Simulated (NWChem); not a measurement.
System: SiBr₂F₂; SMILES Br[Si](F)(Br)F

Excerpt of the output:

```
             Northwest Computational Chemistry Package (NWChem) 7.3.0
             --------------------------------------------------------

                             Geometry "geometry" -> ""
                             -------------------------

 Output coordinates in angstroms (scale by  1.889725989 to convert to a.u.)

  No.       Tag          Charge          X              Y              Z
 ---- ---------------- ---------- -------------- -------------- --------------
    1 F                    9.0000     0.00000000    -1.28727200    -1.61140600
    2 Si                  14.0000     0.00000000     0.00000000    -0.65972000
    3 F                    9.0000     0.00000000     1.28727200    -1.61140600
    4 Br                  35.0000     1.81093000     0.00000000     0.55000900
    5 Br                  35.0000    -1.81093000     0.00000000     0.55000900

 Effective nuclear repulsion energy (a.u.)     732.1590014281

                                 NWChem DFT Module
                                 -----------------

 Summary of "ao basis" -> "ao basis" (spherical)
 ------------------------------------------------------------------------------
       Tag                 Description            Shells   Functions and Types
 ---------------- ------------------------------  ------  ---------------------
 F                          def2-svp                 6       14   3s2p1d
 Si                         def2-svp                 8       18   4s3p1d
 Br                         def2-svp                12       32   5s4p3d

 in cosmo_initialize ...
 calling solv_data for solv:anisole

 solvent parameters
 solvname_short: anisole
 solvname_long:  anisole
 dielec:        4.2247
 dielecinf:     2.3025
 nonaqueous SMD model solvent descriptors
 dielec:        4.2247
 sola:          0.0000
 solb:          0.2900
 solc:          0.7500
 solg:         50.5200
 solh:          0.0000
 soln:          1.5174

          ---------------
          -cosmo- solvent
          ---------------
 Cosmo: York-Karplus, doi: 10.1021/jp992097l
 dielectric constant -eps-     =   4.22
 screen = (eps-1)/(eps    )    =   0.76330
 surface charge correction     = lagrangian

   van der Waals surface
 --------------------------

 ---------- ATOMIC COORDINATES (A.U.) ------------ VDWR(ANG.) --
     1    0.00000000   -2.43259135   -3.04511580     1.730
     2    0.00000000    0.00000000   -1.24669003     2.470
     3    0.00000000    2.43259135   -3.04511580     1.730
     4    3.42216148    0.00000000    1.03936630     3.060
     5   -3.42216148    0.00000000    1.03936630     3.060
 number of segments per atom =        128
 number of   points per atom =        128
 atom (   nspa,  nppa )
 ----------------------
    1 (     56,     0 )       0
    2 (     16,     0 )       0
    3 (     56,     0 )       0
    4 (     92,     0 )       0
    5 (     92,     0 )       0
 number of -cosmo- surface points =      312
 molecular surface =    202.395 angstrom**2
 molecular volume  =    230.367 angstrom**3
 -lineq- algorithm             =   0
 -bem- low  level              =   3
 -bem- from -octahedral-
 gaussian surface charge width =   4.50000
 degree of switching           =   1.00000
 switching function tolerance  =   0.00010
 atomic radii =
 --------------
    1  9.000  1.730
    2 14.000  2.470
    3  9.000  1.730
    4 35.000  3.060
    5 35.000  3.060
 ...... end of -cosmo- initialization ......

 nat:                     5
 ixmem:                  1509
 calling mnsol_interface()
 G(SMD-CDS) energy (kcal/mol)  =    -2.874
 SMD-CDS SASA (angstrom**2)    =   145.607

            General Information
            -------------------
          SCF calculation type: DFT
          Wavefunction type:  closed shell.
          No. of atoms     :     5
          No. of electrons :   102
           Alpha electrons :    51
            Beta electrons :    51
          Charge           :     0
          Spin multiplicity:     1
          Use of symmetry is: off; symmetry adaption is: off
          Maximum number of iterations: 150
          AO basis - number of functions:   110
                     number of shells:    44
          Convergence on energy requested:  1.00D-06
          Convergence on density requested:  1.00D-05
          Convergence on gradient requested:  5.00D-04

[...]

                                COSMO-SMD solvation results
                                ---------------------------

             internal energy in gas <Psi(g)|H|Psi(g)> =     -5635.930009613779
         internal energy in solvent <Psi(s)|H|Psi(s)> =     -5635.929977122736
                               delta internal energy  =         0.000032491043 (    0.02 kcal/mol)
   total free energy in solvent <Psi(s)|H+V/2|Psi(s)> =     -5635.930860886911
 polarization energy contribution <Psi(s)|V/2|Psi(s)> =        -0.000883764175 (   -0.55 kcal/mol)
    total free energy in solvent including G(SMD-CDS) =     -5635.935441176014
                       G(SMD-CDS) energy contribution =        -0.004580289103 (   -2.87 kcal/mol)
     1 M fixed-concentration free energy of solvation =        -0.005431562235 (   -3.41 kcal/mol)

                       DFT Final Molecular Orbital Analysis
                       ------------------------------------

 Vector   49  Occ=2.000000D+00  E=-3.540314D-01
              MO Center=  2.4D-07, -1.5D-08,  3.9D-01, r^2= 4.5D+00
   Bfn.  Coefficient  Atom+Function         Bfn.  Coefficient  Atom+Function
  ----- ------------  ---------------      ----- ------------  ---------------
    62      0.392022  4 Br py                94      0.392022  5 Br py
    59      0.365041  4 Br py                91      0.365041  5 Br py
    56     -0.240596  4 Br py                88     -0.240596  5 Br py
     6     -0.117314  1 F  pz                38      0.117314  3 F  pz
    26      0.085783  2 Si py                 9      0.084521  1 F  pz

 Vector   50  Occ=2.000000D+00  E=-3.402370D-01
              MO Center= -2.5D-07, -1.6D-08,  4.7D-01, r^2= 4.7D+00
   Bfn.  Coefficient  Atom+Function         Bfn.  Coefficient  Atom+Function
  ----- ------------  ---------------      ----- ------------  ---------------
    62      0.423284  4 Br py                94     -0.423284  5 Br py
    59      0.383651  4 Br py                91     -0.383651  5 Br py
    56     -0.252680  4 Br py                88      0.252680  5 Br py
    53      0.082038  4 Br py                85     -0.082038  5 Br py
     4     -0.081530  1 F  px                36      0.081530  3 F  px

 Vector   51  Occ=2.000000D+00  E=-3.319250D-01
              MO Center= -8.9D-08, -4.0D-10,  4.8D-01, r^2= 4.8D+00
   Bfn.  Coefficient  Atom+Function         Bfn.  Coefficient  Atom+Function
  ----- ------------  ---------------      ----- ------------  ---------------
    63      0.318012  4 Br pz                95     -0.318012  5 Br pz
    60      0.290276  4 Br pz                61     -0.290037  4 Br px
    92     -0.290276  5 Br pz                93     -0.290037  5 Br px
    58     -0.265563  4 Br px                90     -0.265563  5 Br px
    57     -0.190666  4 Br pz                89      0.190666  5 Br pz

 Vector   52  Occ=0.000000D+00  E=-2.411930D-02
              MO Center= -5.4D-08,  2.1D-08,  1.1D-01, r^2= 4.1D+00
   Bfn.  Coefficient  Atom+Function         Bfn.  Coefficient  Atom+Function
  ----- ------------  ---------------      ----- ------------  ---------------
    18      0.827353  2 Si s                 17      0.780474  2 Si s
    61      0.510226  4 Br px                93     -0.510226  5 Br px
    16      0.380516  2 Si s                 27      0.314391  2 Si pz
    51     -0.286320  4 Br s                 83     -0.286320  5 Br s
    50     -0.259509  4 Br s                 82     -0.259509  5 Br s

 Vector   53  Occ=0.000000D+00  E= 3.411252D-02
              MO Center= -1.5D-08, -4.9D-08, -1.9D-01, r^2= 3.5D+00
   Bfn.  Coefficient  Atom+Function         Bfn.  Coefficient  Atom+Function
  ----- ------------  ---------------      ----- ------------  ---------------
    26      0.959428  2 Si py                23      0.346689  2 Si py
     3      0.319286  1 F  s                 35     -0.319286  3 F  s
    62     -0.281984  4 Br py                94     -0.281984  5 Br py
    29      0.224015  2 Si d -1              20     -0.168352  2 Si py
     6     -0.164861  1 F  pz                38      0.164861  3 F  pz

 Vector   54  Occ=0.000000D+00  E= 5.110281D-02
              MO Center= -3.5D-09, -1.1D-09, -9.1D-01, r^2= 3.6D+00
   Bfn.  Coefficient  Atom+Function         Bfn.  Coefficient  Atom+Function
  ----- ------------  ---------------      ----- ------------  ---------------
    27      0.976544  2 Si pz                18     -0.404830  2 Si s
     3      0.352316  1 F  s                 35      0.352316  3 F  s
    24      0.320689  2 Si pz                61      0.213651  4 Br px
    93     -0.213651  5 Br px                 8      0.189964  1 F  py
    40     -0.189964  3 F  py                51     -0.186570  4 Br s

     Multipole analysis of the density
     ---------------------------------

     L   x y z        total         alpha         beta         nuclear
     -   - - -        -----         -----         ----         -------
     0   0 0 0     -0.000000    -51.000000    -51.000000    102.000000

     1   1 0 0      0.000000      0.000000      0.000000      0.000000
     1   0 1 0      0.000000      0.000000      0.000000      0.000000
     1   0 0 1      0.416262     -0.036817     -0.036817      0.489896

     2   2 0 0    -41.448460   -430.615853   -430.615853    819.783246
     2   1 1 0     -0.000000     -0.000000     -0.000000      0.000000
     2   1 0 1      0.000000      0.000000      0.000000      0.000000
     2   0 2 0    -44.898306    -75.706659    -75.706659    106.515012
     2   0 1 1      0.000000      0.000000      0.000000      0.000000
     2   0 0 2    -44.339681   -154.313945   -154.313945    264.288210
```

Level: PBE0/def2-SVP, SMD on the gas-phase geometry. Coordinates come from a PBE0/def2-SVP optimisation. Solvent: anisole.

**Question.** Which NWChem input produces such a log?

**Answer.** This is not unique; one that fits is the input that was run:
```
start job
memory heap 200 mb stack 900 mb global 1100 mb
geometry units angstroms noautosym nocenter noautoz
  F      0.000000    -1.287272    -1.611406
  Si     0.000000     0.000000    -0.659720
  F      0.000000     1.287272    -1.611406
  Br     1.810930     0.000000     0.550009
  Br    -1.810930     0.000000     0.550009
end
basis spherical
  F library def2-svp
  Si library def2-svp
  Br library def2-svp
end
dft
  xc pbe0
  iterations 150
end
cosmo
  do_cosmo_smd true
  solvent anisole
end
task dft energy
```
